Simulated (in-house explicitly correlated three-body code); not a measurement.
Computed with an exponentially correlated three-body code. Model: two electrons around a point charge, non-relativistic, variational in 260 exponentially correlated functions (energies converged to about 1e-7 hartree, or 1e-8 relative for large Z).

Command:
```bash
python run_hyl.py task.json out
```
Settings (lengths in bohr, energies in hartree):
```
Z                      4
nuclear_mass           15
interaction_strength   1
functions              260
states_tried           13
```

Cost of the run: 66 s on 1 thread of Arm Neoverse N1, on a shared host.

**Those bound S and P states to n = 4 that converged, binding against the one-electron ion.**

Given: nuclear charge 4; mass of the centre 15 electron masses.

Computed: one-electron threshold -7.5 hartree.

| term | energy (hartree) | binding (eV) |
| --- | --- | --- |
| 1 1S | -12.7865251 | 143.85 |
| 2 3S | -8.71579387 | 33.083 |
| 2 3P | -8.64894641 | 31.264 |
| 2 1S | -8.61311876 | 30.29 |
| 2 1P | -8.51023366 | 27.49 |
| 3 3S | -8.01344737 | 13.972 |
| 3 3P | -7.99446945 | 13.455 |
| 3 1S | ? | ? |
| 3 1P | -7.95665331 | 12.426 |
| 4 3S | ? | ? |
| 4 1S | -7.77124721 | 7.381 |

Task: What belongs in the row 3 1S?

Result: energy (hartree): -7.98623626; binding (eV): 13.231.

Task: What belongs in the row 4 3S?

Result: energy (hartree): -7.78223588; binding (eV): 7.68.

**Converged states only, values per electron or pair.**

```json
{"term": "1 1S", "mean r (bohr)": "0.44221", "mean r squared (bohr²)": "0.26448", "mean inverse r (1/bohr)": "3.456", "mean r12 (bohr)": "0.65249", "mean inverse r12 (1/bohr)": "2.0749", "mean cosine": "-0.009398", "mean p1 dot p2 (bohr⁻²)": "0.097975", "delta r1 (bohr⁻³)": "14.167", "delta r12 (bohr⁻³)": "1.2798"}
{"term": "2 3S", "mean r (bohr)": "1.1348", "mean r squared (bohr²)": "2.1414", "mean inverse r (1/bohr)": "2.2555", "mean r12 (bohr)": "1.9258", "mean inverse r12 (1/bohr)": "0.61276", "mean cosine": "0.0015532", "mean p1 dot p2 (bohr⁻²)": "-0.01572", "delta r1 (bohr⁻³)": "9.0351", "delta r12 (bohr⁻³)": "-"}
{"term": "2 3P", "mean r (bohr)": "1.0052", "mean r squared (bohr²)": "1.6745", "mean inverse r (1/bohr)": "2.2532", "mean r12 (bohr)": "1.691", "mean inverse r12 (1/bohr)": "0.72736", "mean cosine": "-0.056853", "mean p1 dot p2 (bohr⁻²)": "-0.80604", "delta r1 (bohr⁻³)": "8.2411", "delta r12 (bohr⁻³)": "-"}
{"term": "2 1S", "mean r (bohr)": "1.2135", "mean r squared (bohr²)": "2.5017", "mean inverse r (1/bohr)": "2.2364", "mean r12 (bohr)": "2.0706", "mean inverse r12 (1/bohr)": "0.66516", "mean cosine": "-0.0065513", "mean p1 dot p2 (bohr⁻²)": "-0.099179", "delta r1 (bohr⁻³)": "8.9522", "delta r12 (bohr⁻³)": "0.18389"}
{"term": "2 1P", "mean r (bohr)": "1.1375", "mean r squared (bohr²)": "2.204", "mean inverse r (1/bohr)": "2.2112", "mean r12 (bohr)": "1.9083", "mean inverse r12 (1/bohr)": "0.66936", "mean cosine": "0.029182", "mean p1 dot p2 (bohr⁻²)": "0.39109", "delta r1 (bohr⁻³)": "8.4484", "delta r12 (bohr⁻³)": "0.027241"}
{"term": "3 3S", "mean r (bohr)": "2.3968", "mean r squared (bohr²)": "11.064", "mean inverse r (1/bohr)": "2.0396", "mean r12 (bohr)": "4.4165", "mean inverse r12 (1/bohr)": "0.28972", "mean cosine": "0.0018794", "mean p1 dot p2 (bohr⁻²)": "-0.026877", "delta r1 (bohr⁻³)": "8.5709", "delta r12 (bohr⁻³)": "-"}
{"term": "3 3P", "mean r (bohr)": "2.3029", "mean r squared (bohr²)": "10.297", "mean inverse r (1/bohr)": "2.0382", "mean r12 (bohr)": "4.2339", "mean inverse r12 (1/bohr)": "0.31639", "mean cosine": "-0.011302", "mean p1 dot p2 (bohr⁻²)": "-0.20804", "delta r1 (bohr⁻³)": "8.3626", "delta r12 (bohr⁻³)": "-"}
{"term": "3 1S", "mean r (bohr)": "2.5146", "mean r squared (bohr²)": "12.279", "mean inverse r (1/bohr)": "2.0345", "mean r12 (bohr)": "4.649", "mean inverse r12 (1/bohr)": "0.30316", "mean cosine": "-0.00038397", "mean p1 dot p2 (bohr⁻²)": "-0.046756", "delta r1 (bohr⁻³)": "8.5539", "delta r12 (bohr⁻³)": "0.054001"}
{"term": "3 1P", "mean r (bohr)": "?", "mean r squared (bohr²)": "?", "mean inverse r (1/bohr)": "?", "mean r12 (bohr)": "?", "mean inverse r12 (1/bohr)": "?", "mean cosine": "?", "mean p1 dot p2 (bohr⁻²)": "?", "delta r1 (bohr⁻³)": "?", "delta r12 (bohr⁻³)": "?"}
{"term": "4 3S", "mean r (bohr)": "?", "mean r squared (bohr²)": "?", "mean inverse r (1/bohr)": "?", "mean r12 (bohr)": "?", "mean inverse r12 (1/bohr)": "?", "mean cosine": "?", "mean p1 dot p2 (bohr⁻²)": "?", "delta r1 (bohr⁻³)": "?", "delta r12 (bohr⁻³)": "-"}
{"term": "4 1S", "mean r (bohr)": "4.348", "mean r squared (bohr²)": "38.826", "mean inverse r (1/bohr)": "1.9643", "mean r12 (bohr)": "8.3071", "mean inverse r12 (1/bohr)": "0.17223", "mean cosine": "0.00056045", "mean p1 dot p2 (bohr⁻²)": "-0.027365", "delta r1 (bohr⁻³)": "8.46", "delta r12 (bohr⁻³)": "0.022583"}
```

Task: What belongs in the row 3 1P?

Result: mean r (bohr): 2.4844; mean r squared (bohr²): 12.124; mean inverse r (1/bohr): 2.0273; mean r12 (bohr): 4.5856; mean inverse r12 (1/bohr): 0.30546; mean cosine: 0.010208; mean p1 dot p2 (bohr⁻²): 0.097431; delta r1 (bohr⁻³): 8.4042; delta r12 (bohr⁻³): 0.0097188.

Task: What belongs in the row 4 3S?

Result: mean r (bohr): 4.1902; mean r squared (bohr²): 35.923; mean inverse r (1/bohr): 1.9664; mean r12 (bohr): 7.9928; mean inverse r12 (1/bohr): 0.16693; mean cosine: 0.0015087; mean p1 dot p2 (bohr⁻²): -0.019688; delta r1 (bohr⁻³): 8.4657.
